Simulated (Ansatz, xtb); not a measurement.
# Relative energy of two isomers of C4H6B2N2

Structure X: `Bc1cncnc1B`, a singlet. Structure Y: `Bc1cc(B)ncn1`, a singlet. Both are isolated molecules in the gas phase, relaxed with r2SCAN-D4/def2-SVP; the shapes shown needn't be the lowest conformers.

X (Å):

```yaml
atoms:
  - { symbol: C, position_ang: [0.4053, -1.0836, 0.8934] }
  - { symbol: C, position_ang: [1.5117, -0.2469, 1.1476] }
  - { symbol: C, position_ang: [0.1555, 1.4477, 1.7926] }
  - { symbol: C, position_ang: [-0.8574, -0.4915, 1.1471] }
  - { symbol: B, position_ang: [0.5068, -2.5284, 0.3821] }
  - { symbol: B, position_ang: [-2.2796, -1.1177, 0.9786] }
  - { symbol: N, position_ang: [1.4022, 1.0061, 1.5920] }
  - { symbol: N, position_ang: [-0.9795, 0.7716, 1.5957] }
  - { symbol: H, position_ang: [1.5726, -3.0490, 0.1596] }
  - { symbol: H, position_ang: [-0.5173, -3.1532, 0.2001] }
  - { symbol: H, position_ang: [2.5325, -0.6192, 0.9799] }
  - { symbol: H, position_ang: [0.0537, 2.4786, 2.1585] }
  - { symbol: H, position_ang: [-2.8816, -0.9726, -0.0566] }
  - { symbol: H, position_ang: [-2.8080, -1.6700, 1.9120] }
```

Y (Å):

```yaml
atoms:
  - { symbol: C, position_ang: [-0.5615, -1.4765, 0.2710] }
  - { symbol: C, position_ang: [0.2377, -1.1304, 1.3787] }
  - { symbol: C, position_ang: [0.2654, 0.2067, 1.8221] }
  - { symbol: C, position_ang: [-1.1994, 0.7257, 0.1306] }
  - { symbol: B, position_ang: [-0.6441, -2.9424, -0.2712] }
  - { symbol: B, position_ang: [1.1252, 0.6600, 3.0490] }
  - { symbol: N, position_ang: [-0.4747, 1.1389, 1.1726] }
  - { symbol: N, position_ang: [-1.2870, -0.5156, -0.3526] }
  - { symbol: H, position_ang: [-1.3449, -3.1904, -1.2167] }
  - { symbol: H, position_ang: [0.0009, -3.8066, 0.2722] }
  - { symbol: H, position_ang: [0.8308, -1.8942, 1.8914] }
  - { symbol: H, position_ang: [1.8010, -0.1574, 3.6262] }
  - { symbol: H, position_ang: [1.1026, 1.8097, 3.4015] }
  - { symbol: H, position_ang: [-1.7909, 1.4933, -0.3871] }
```

Quicker runs give these differences E(Y) − E(X): GFN2-xTB +0.047 eV; HF/STO-3G −0.023 eV (at GFN2-xTB geometries); r2SCAN-D4/def2-SVP//GFN2-xTB +0.097 eV.

Problem. Estimate which is lower in electronic energy at CCSD(T)/def2-SVP + ΔMP2/def2-TZVPP, and by roughly how much.

Solution. The CCSD(T)/def2-SVP + ΔMP2/def2-TZVPP calculation puts structure X lower, by 0.134 eV.

How the difference moves with the method:

| level | geometry | E(Y) − E(X) (eV) | departure from the last row (eV) | job, with rough time for the two |
| --- | --- | --- | --- | --- |
| GFN2-xTB | GFN2-xTB | +0.047 | −0.087 | optimisation, 0.56 s |
| HF/STO-3G | GFN2-xTB | −0.023 | −0.157 | single point, 2.3 s |
| r2SCAN-D4/def2-SVP//GFN2-xTB | GFN2-xTB | +0.097 | −0.037 | single point, 13 s |
| r2SCAN-D4/def2-SVP | r2SCAN-D4/def2-SVP | +0.235 | +0.101 | optimisation, 4.7 min |
| HF/def2-SVP | r2SCAN-D4/def2-SVP | +0.269 | +0.135 | part of the CCSD(T) run |
| MP2/def2-SVP | r2SCAN-D4/def2-SVP | +0.078 | −0.056 | part of the CCSD(T) run |
| CCSD(T)/def2-SVP | r2SCAN-D4/def2-SVP | +0.147 | +0.014 | single point |
| CCSD(T)/def2-SVP + ΔMP2/def2-TZVPP | r2SCAN-D4/def2-SVP | +0.134 |  | single point, 6.4 min |

As drawn, both hold the same kinds of bond in the same numbers.

HF/STO-3G puts the two in the other order. The largest departure from CCSD(T)/def2-SVP + ΔMP2/def2-TZVPP is that of HF/STO-3G, 0.157 eV. The last row adds to CCSD(T) the change of the MP2 difference between the two basis sets, here −0.014 eV.

With thermal terms from frequencies at re-optimised GFN2-xTB minima (ideal gas, soft modes damped towards free rotors, one conformer each, 298.15 K, 1 atm): the zero-point term adds −0.002 eV; ΔH is +0.141 and ΔG +0.121 eV.

The correlated steps freeze 8 core orbitals. Run with Ansatz 0.2.0, xtb 6.7.1; the last row on 2 threads of AMD EPYC (Zen 3) on a shared host.
